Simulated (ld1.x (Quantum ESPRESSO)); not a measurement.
**Transferability test, ultrasoft potential for arsenic**

| Property | Result |
| --- | --- |
| Element | As |
| Generator | ld1.x (Quantum ESPRESSO) 7.5 |
| Type | ultrasoft |
| Functional | PBE |
| Relativity | scalar-relativistic |
| Frozen core | [Ar] 3d10 |
| Valence charge | 5 |
| Reference configuration | 4s2 4p2 (charge +1) |
| Partial waves | 4s (bound): rcut 1.55, rcutus 1.70 bohr; 4s channel at 1.75 Ry: rcut 1.55, rcutus 1.70 bohr; 4p (bound): rcut 1.40, rcutus 1.65 bohr; 4p channel at -0.45 Ry: rcut 1.40, rcutus 1.65 bohr; 4d channel at 0.45 Ry: rcut 1.15, rcutus 1.50 bohr; 4d channel at 0.85 Ry: rcut 1.15, rcutus 1.50 bohr |
| Local potential | all-electron potential smoothed inside 1.70 bohr (lloc = -1) |
| Core correction | a·sin(br)/r model core inside 0.90 bohr |
| Augmentation charge | PSQ, inside the norm-conserving radii |

Energies are relative to the spin-unpolarised reference configuration 4s2 4p2; without spin polarisation the order of configurations can differ from experiment.

| valence configuration | charge | ΔE all-electron (eV) | error AE − PS (meV) |
| --- | --- | --- | --- |
| 4s2 4p3 | 0 | -9.149 | -2.9 |
| 4s2 4p1 | +2 | 17.918 | -19 |
| 4s2 4p0 | +3 | 45.621 | -111 |
| 4s1 4p3 | +1 | 10.107 | -9.4 |
| 4s2 4p2.5 | +0.5 | -5.594 | -0.8 |

(1) What are ΔE and the potential's error for 4s0 4p5?

(2) What are ΔE and the potential's error for 4s2 4p3.3?

Levels in the configuration 4s2 4p2.5:

```csv
level,all-electron (eV),pseudo (eV)
4s,-18.740,-18.731
4p,-9.092,-9.087
```

Note: ghost state, extra bound levels that the all-electron valence spectrum of the same l lacks: d at -31.7 eV. A true bound ghost makes a file unfit for plane-wave use.

Answers

(1) ΔE = 9.907 eV all-electron; the error (AE − PS) is -24 meV.

(2) ΔE = -10.383 eV all-electron; the error (AE − PS) is -4.1 meV.
